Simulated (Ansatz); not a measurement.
Reaction (formal exchange of groups at a P–Si bond): `O[SiH2]PO` + `[SbH3]` → `O[PH][SbH2]` + `O[SiH3]`

Gas-phase electronic energies from Ansatz, PBE0-D4/def2-TZVP geometries. CBS: MP2 limit from def2 TZ/QZ plus the TZ coupled-cluster correction, frozen cores. DFT in def2-TZVPP. def2 core potentials past Kr. For Sb outer-core shells are correlated without core-valence functions, which leaves a few kJ/mol of doubt a bond. Each species was taken in one conformer, which may not be the lowest.

```tsv
level	ΔE (eV)
r2SCANh-D4	-0.16
PBE0	-0.16
HF/def2-SVP	-0.11
CCSD(T)/def2-TZVPP	-0.15
```

Problem. What does CCSD(T)/CBS give? (Estimate.)

Solution. The calculation gave: -0.21 eV. The listed levels differ from it by 0.05, 0.05, 0.10, 0.06 eV.

Largest T1 diagnostic among the species: 0.014.

From BLYP to BHLYP (50 % exact exchange), in def2-TZVPP and without D4, ΔE moves by +0.03 eV. Leaving LDA and LC-ωPBE aside and taking each functional with its dispersion term where it has one, the values, not all of them listed here, spread over 0.13 eV, from BLYP-D4 to B97M-V. LDA lies +0.07 eV from PBE without D4. At CCSD(T), def2-SVP lies +0.13 eV from the extrapolated value and def2-TZVPP +0.06 eV.
